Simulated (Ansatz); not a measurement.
Basis-set extrapolation for C2H8NSi, SMILES `CC[SiH]N` radical (PBE0-D4/def2-TZVP geometry, frozen core, the Gaussian-basis code of Ansatz). Multiplicity 2, UHF reference.

```csv
,def2-TZVPP,def2-QZVPP
HF,-423.835642,-423.851619
MP2 correlation,-0.676400,-0.722106
CCSD(T) correlation,-0.751030,not run
```

Energies in hartree. Use E(X) = E(∞) + A·exp(−7.88·√X) for Hartree–Fock and E(X) = E(∞) + B·X^(−2.97) for correlation, with X = 3 and 4, and add CCSD(T) minus MP2 of the smaller set to the MP2 limit.

What is the CCSD(T) energy at the basis-set limit?

HF limit: -423.851619 + (-0.015977) × 0.13774 = -423.85382. MP2 limit: -0.722106 + (-0.045706) × 0.74074 = -0.75596. Higher-order term: -0.751030 − (-0.676400) = -0.07463. Total: -424.68441 hartree, 256.6 kJ/mol below CCSD(T)/def2-TZVPP.
